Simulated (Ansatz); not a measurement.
Ansatz (an electronic-structure program) input (HF/3-21G): The .json file is the Basis Set Exchange's 3-21G.

Ansatz 0.2 input:
```yaml
crystal:
  periodic: [false, false, false]
  atoms:
    - {symbol: N, position_ang: [0.38954224, 1.37208097, -0.84195436]}
    - {symbol: Si, position_ang: [-0.06883640, 0.18315085, 0.34983876]}
    - {symbol: N, position_ang: [1.22049977, -0.97505722, 0.55034553]}
    - {symbol: N, position_ang: [-1.51998716, -0.63662990, -0.16606592]}
    - {symbol: H, position_ang: [0.98125999, 2.15142363, -0.63826062]}
    - {symbol: H, position_ang: [0.00091096, 1.39138723, -1.76454963]}
    - {symbol: H, position_ang: [1.32174930, -1.54600484, 1.36444832]}
    - {symbol: H, position_ang: [1.98244131, -1.05384569, -0.09450059]}
    - {symbol: H, position_ang: [-2.43565286, -0.25249818, -0.05206957]}
    - {symbol: H, position_ang: [-1.51738316, -1.57733099, -0.50908737]}
basis:
  gaussian:
    orbitals: 3-21G.json
hamiltonian:
  xc: {name: HF}
magnetization: {spin_polarized: true, initial_magnetization: 1}
phonons: {temperatures: {t_min: 298.15, t_max: 298.15, t_step: 100}}
```

Output:

```
Functional definition: HF
integrals: 0.01 GiB planned
705 factors; integrals over basis functions are off by at most 3.2e-4 eV
mean field: 0.16 GiB planned
mean field evaluation 1: about -12333.7403 eV, gradient 2.8e1 eV
mean field evaluation 2: about -12333.7412 eV, gradient 2.8e1 eV
mean field evaluation 4: about -12337.0481 eV, gradient 1.8e0 eV
mean field evaluation 8: about -12337.0923 eV, gradient 1.8e-4 eV
mean field -12337.09221876 eV, -453.3797766579 hartree, gradient 1.6e-5 eV, S^2 0.754536; 0 other end points of the search recorded, 0 dependent functions left out
the calculation of the forces begins
reference -12337.09221876 eV, -453.3797766579 hartree; 21, 20 occupied and 31, 32 virtual orbitals, 705 factors
these checks for a lower state are left out or cut short: stability, starts, cluster_reference, orbital_swaps, neighbouring_geometries, increment
integrals: 0.01 GiB planned
705 factors; integrals over basis functions are off by at most 3.2e-4 eV
mean field: 0.16 GiB planned
mean field evaluation 16: about -12337.0921 eV, gradient 3.7e-5 eV
mean field -12337.09211636 eV, -453.3797728948 hartree, gradient 1.8e-6 eV, S^2 0.754539; 0 other end points of the search recorded, 0 dependent functions left out
the calculation of the forces begins
reference -12337.09211636 eV, -453.3797728948 hartree; 21, 20 occupied and 31, 32 virtual orbitals, 705 factors
these checks for a lower state are left out or cut short: stability, starts, cluster_reference, orbital_swaps, neighbouring_geometries, increment
integrals: 0.01 GiB planned
705 factors; integrals over basis functions are off by at most 3.2e-4 eV
mean field: 0.16 GiB planned
mean field -12337.09212152 eV, -453.3797730846 hartree, gradient 1.8e-6 eV, S^2 0.754533; 0 other end points of the search recorded, 0 dependent functions left out
the calculation of the forces begins
reference -12337.09212152 eV, -453.3797730846 hartree; 21, 20 occupied and 31, 32 virtual orbitals, 705 factors
these checks for a lower state are left out or cut short: stability, starts, cluster_reference, orbital_swaps, neighbouring_geometries, increment
integrals: 0.01 GiB planned
705 factors; integrals over basis functions are off by at most 3.2e-4 eV
mean field: 0.16 GiB planned
mean field evaluation 32: about -12337.0921 eV, gradient 1.7e-6 eV
mean field -12337.09205957 eV, -453.3797708078 hartree, gradient 1.7e-6 eV, S^2 0.754536; 0 other end points of the search recorded, 0 dependent functions left out
the calculation of the forces begins
reference -12337.09205957 eV, -453.3797708078 hartree; 21, 20 occupied and 31, 32 virtual orbitals, 705 factors
these checks for a lower state are left out or cut short: stability, starts, cluster_reference, orbital_swaps, neighbouring_geometries, increment
integrals: 0.01 GiB planned
705 factors; integrals over basis functions are off by at most 3.2e-4 eV
mean field: 0.16 GiB planned
mean field -12337.09205200 eV, -453.3797705296 hartree, gradient 1.8e-6 eV, S^2 0.754535; 0 other end points of the search recorded, 0 dependent functions left out
the calculation of the forces begins
reference -12337.09205200 eV, -453.3797705296 hartree; 21, 20 occupied and 31, 32 virtual orbitals, 705 factors
these checks for a lower state are left out or cut short: stability, starts, cluster_reference, orbital_swaps, neighbouring_geometries, increment
integrals: 0.01 GiB planned
705 factors; integrals over basis functions are off by at most 3.2e-4 eV
mean field: 0.16 GiB planned
mean field -12337.09201460 eV, -453.3797691553 hartree, gradient 1.8e-6 eV, S^2 0.754525; 0 other end points of the search recorded, 0 dependent functions left out
the calculation of the forces begins
reference -12337.09201460 eV, -453.3797691553 hartree; 21, 20 occupied and 31, 32 virtual orbitals, 705 factors
these checks for a lower state are left out or cut short: stability, starts, cluster_reference, orbital_swaps, neighbouring_geometries, increment
integrals: 0.01 GiB planned
705 factors; integrals over basis functions are off by at most 3.2e-4 eV
mean field: 0.16 GiB planned
mean field -12337.09202066 eV, -453.3797693780 hartree, gradient 1.7e-6 eV, S^2 0.754546; 0 other end points of the search recorded, 0 dependent functions left out
the calculation of the forces begins
reference -12337.09202066 eV, -453.3797693780 hartree; 21, 20 occupied and 31, 32 virtual orbitals, 705 factors
these checks for a lower state are left out or cut short: stability, starts, cluster_reference, orbital_swaps, neighbouring_geometries, increment
integrals: 0.01 GiB planned
705 factors; integrals over basis functions are off by at most 3.2e-4 eV
mean field: 0.16 GiB planned
mean field -12337.09208041 eV, -453.3797715738 hartree, gradient 1.7e-6 eV, S^2 0.754531; 0 other end points of the search recorded, 0 dependent functions left out
[...]
these checks for a lower state are left out or cut short: stability, starts, cluster_reference, orbital_swaps, neighbouring_geometries, increment
integrals: 0.01 GiB planned
705 factors; integrals over basis functions are off by at most 3.2e-4 eV
mean field: 0.16 GiB planned
mean field evaluation 352: about -12337.0921 eV, gradient 3.7e-5 eV
mean field -12337.09208636 eV, -453.3797717925 hartree, gradient 1.7e-6 eV, S^2 0.754535; 0 other end points of the search recorded, 0 dependent functions left out
the calculation of the forces begins
reference -12337.09208636 eV, -453.3797717925 hartree; 21, 20 occupied and 31, 32 virtual orbitals, 705 factors
these checks for a lower state are left out or cut short: stability, starts, cluster_reference, orbital_swaps, neighbouring_geometries, increment
integrals: 0.01 GiB planned
705 factors; integrals over basis functions are off by at most 3.2e-4 eV
mean field: 0.16 GiB planned
mean field -12337.09208447 eV, -453.3797717227 hartree, gradient 1.7e-6 eV, S^2 0.754537; 0 other end points of the search recorded, 0 dependent functions left out
the calculation of the forces begins
reference -12337.09208447 eV, -453.3797717227 hartree; 21, 20 occupied and 31, 32 virtual orbitals, 705 factors
these checks for a lower state are left out or cut short: stability, starts, cluster_reference, orbital_swaps, neighbouring_geometries, increment
integrals: 0.01 GiB planned
705 factors; integrals over basis functions are off by at most 3.2e-4 eV
mean field: 0.16 GiB planned
mean field -12337.09218139 eV, -453.3797752845 hartree, gradient 1.8e-6 eV, S^2 0.754538; 0 other end points of the search recorded, 0 dependent functions left out
the calculation of the forces begins
reference -12337.09218139 eV, -453.3797752845 hartree; 21, 20 occupied and 31, 32 virtual orbitals, 705 factors
these checks for a lower state are left out or cut short: stability, starts, cluster_reference, orbital_swaps, neighbouring_geometries, increment
integrals: 0.01 GiB planned
705 factors; integrals over basis functions are off by at most 3.2e-4 eV
mean field: 0.16 GiB planned
mean field -12337.09217890 eV, -453.3797751931 hartree, gradient 1.7e-6 eV, S^2 0.754534; 0 other end points of the search recorded, 0 dependent functions left out
the calculation of the forces begins
reference -12337.09217890 eV, -453.3797751931 hartree; 21, 20 occupied and 31, 32 virtual orbitals, 705 factors
these checks for a lower state are left out or cut short: stability, starts, cluster_reference, orbital_swaps, neighbouring_geometries, increment
integrals: 0.01 GiB planned
705 factors; integrals over basis functions are off by at most 3.2e-4 eV
mean field: 0.16 GiB planned
mean field -12337.09221100 eV, -453.3797763727 hartree, gradient 1.7e-6 eV, S^2 0.754535; 0 other end points of the search recorded, 0 dependent functions left out
the calculation of the forces begins
reference -12337.09221100 eV, -453.3797763727 hartree; 21, 20 occupied and 31, 32 virtual orbitals, 705 factors
these checks for a lower state are left out or cut short: stability, starts, cluster_reference, orbital_swaps, neighbouring_geometries, increment
integrals: 0.01 GiB planned
705 factors; integrals over basis functions are off by at most 3.2e-4 eV
mean field: 0.16 GiB planned
mean field evaluation 384: about -12337.0882 eV, gradient 2.6e-5 eV
mean field -12337.09221368 eV, -453.3797764711 hartree, gradient 1.8e-6 eV, S^2 0.754537; 0 other end points of the search recorded, 0 dependent functions left out
the calculation of the forces begins
reference -12337.09221368 eV, -453.3797764711 hartree; 21, 20 occupied and 31, 32 virtual orbitals, 705 factors
these checks for a lower state are left out or cut short: stability, starts, cluster_reference, orbital_swaps, neighbouring_geometries, increment
integrals: 0.01 GiB planned
705 factors; integrals over basis functions are off by at most 3.2e-4 eV
mean field: 0.16 GiB planned
mean field -12337.09220392 eV, -453.3797761126 hartree, gradient 1.7e-6 eV, S^2 0.754533; 0 other end points of the search recorded, 0 dependent functions left out
the calculation of the forces begins
reference -12337.09220392 eV, -453.3797761126 hartree; 21, 20 occupied and 31, 32 virtual orbitals, 705 factors
these checks for a lower state are left out or cut short: stability, starts, cluster_reference, orbital_swaps, neighbouring_geometries, increment
integrals: 0.01 GiB planned
705 factors; integrals over basis functions are off by at most 3.2e-4 eV
mean field: 0.16 GiB planned
mean field -12337.09219410 eV, -453.3797757518 hartree, gradient 1.7e-6 eV, S^2 0.754538; 0 other end points of the search recorded, 0 dependent functions left out
the calculation of the forces begins
reference -12337.09219410 eV, -453.3797757518 hartree; 21, 20 occupied and 31, 32 virtual orbitals, 705 factors
these checks for a lower state are left out or cut short: stability, starts, cluster_reference, orbital_swaps, neighbouring_geometries, increment
integrals: 0.01 GiB planned
705 factors; integrals over basis functions are off by at most 3.2e-4 eV
mean field: 0.16 GiB planned
mean field -12337.09208732 eV, -453.3797718276 hartree, gradient 1.7e-6 eV, S^2 0.754530; 0 other end points of the search recorded, 0 dependent functions left out
the calculation of the forces begins
reference -12337.09208732 eV, -453.3797718276 hartree; 21, 20 occupied and 31, 32 virtual orbitals, 705 factors
these checks for a lower state are left out or cut short: stability, starts, cluster_reference, orbital_swaps, neighbouring_geometries, increment
integrals: 0.01 GiB planned
705 factors; integrals over basis functions are off by at most 3.2e-4 eV
mean field: 0.16 GiB planned
mean field evaluation 416: about -12337.0921 eV, gradient 1.7e-6 eV
mean field -12337.09207711 eV, -453.3797714524 hartree, gradient 1.7e-6 eV, S^2 0.754541; 0 other end points of the search recorded, 0 dependent functions left out
the calculation of the forces begins
reference -12337.09207711 eV, -453.3797714524 hartree; 21, 20 occupied and 31, 32 virtual orbitals, 705 factors
these checks for a lower state are left out or cut short: stability, starts, cluster_reference, orbital_swaps, neighbouring_geometries, increment
integrals: 0.01 GiB planned
705 factors; integrals over basis functions are off by at most 3.2e-4 eV
mean field: 0.16 GiB planned
mean field -12337.09219925 eV, -453.3797759411 hartree, gradient 1.8e-6 eV, S^2 0.754537; 0 other end points of the search recorded, 0 dependent functions left out
the calculation of the forces begins
reference -12337.09219925 eV, -453.3797759411 hartree; 21, 20 occupied and 31, 32 virtual orbitals, 705 factors
these checks for a lower state are left out or cut short: stability, starts, cluster_reference, orbital_swaps, neighbouring_geometries, increment
integrals: 0.01 GiB planned
705 factors; integrals over basis functions are off by at most 3.2e-4 eV
mean field: 0.16 GiB planned
mean field -12337.09219862 eV, -453.3797759180 hartree, gradient 1.8e-6 eV, S^2 0.754534; 0 other end points of the search recorded, 0 dependent functions left out
the calculation of the forces begins
reference -12337.09219862 eV, -453.3797759180 hartree; 21, 20 occupied and 31, 32 virtual orbitals, 705 factors
Total energy: -12337.09221876 eV, -453.3797766579 hartree
Atom 0 at     0.389542     1.372081    -0.841954 Å, force    -0.000994     0.001592    -0.001452 eV/Å
Atom 1 at    -0.068836     0.183151     0.349839 Å, force     0.000052    -0.000141    -0.000269 eV/Å
Atom 2 at     1.220500    -0.975057     0.550346 Å, force     0.002370    -0.000081     0.000086 eV/Å
Atom 3 at    -1.519987    -0.636630    -0.166066 Å, force    -0.001186    -0.002016     0.000400 eV/Å
Atom 4 at     0.981260     2.151424    -0.638261 Å, force     0.000371    -0.000869     0.000157 eV/Å
Atom 5 at     0.000911     1.391387    -1.764550 Å, force     0.000512    -0.002102     0.002112 eV/Å
Atom 6 at     1.321749    -1.546005     1.364448 Å, force    -0.000821    -0.000091    -0.000485 eV/Å
Atom 7 at     1.982441    -1.053846    -0.094501 Å, force    -0.002886     0.000895    -0.000125 eV/Å
Atom 8 at    -2.435653    -0.252498    -0.052070 Å, force     0.000618     0.000516    -0.000520 eV/Å
Atom 9 at    -1.517383    -1.577331    -0.509087 Å, force     0.001963     0.002298     0.000095 eV/Å
Dipole moment:     0.015492    -0.041218    -0.078732 e Å
Vibrations: 125.39 125.52 291.18 291.20 298.53 413.26 521.62 546.93 546.99 802.96 871.22 871.23 944.32 976.20 976.20 1758.76 1758.76 1765.14 3729.64 3730.15 3730.16 3839.92 3839.94 3840.00 cm⁻¹, zero-point energy 2.268615 eV
```

The blocks after the first are displaced geometries, from whose forces the wavenumbers follow.
